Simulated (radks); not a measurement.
Spherical quantum dot in the effective-mass picture: electrons in a hard-walled sphere of radius 1.81, all in effective atomic units (hartree* = m*/eps^2 hartree, bohr* = eps/m* bohr), one dielectric constant everywhere. Calculated with a radial shooting solver with Libxc functionals: non-relativistic Kohn-Sham, LDA (Slater exchange, Perdew-Wang correlation), spin-polarised, spherical densities. Levels are named by radial order and angular momentum (1s, 1p, 1d, 2s, ...), and open shells are averaged over m.

N = 11, configuration 1s2 1p6 1d(up 3, down 0). This is the lowest configuration that the search found. Occupied and some empty levels:

level,occupation,eigenvalue (hartree*),<r> (bohr*)
1s up,1,9.7039,1.036
1s down,1,9.8213,1.031
1p up,3,10.885,1.149
1p down,3,11.017,1.147
1d up,3,12.600,1.223
1d down,0,12.739,1.222
2s up,0,14.320,0.8593
2s down,0,14.393,0.8614
1f up,0,14.780,1.277
1f down,0,14.921,1.277
2p up,0,17.255,0.9623
2p down,0,17.342,0.9621

Energy (hartree*): total 77.8069, kinetic 38.020, external 0, Hartree 47.714, exchange-correlation -7.9265.
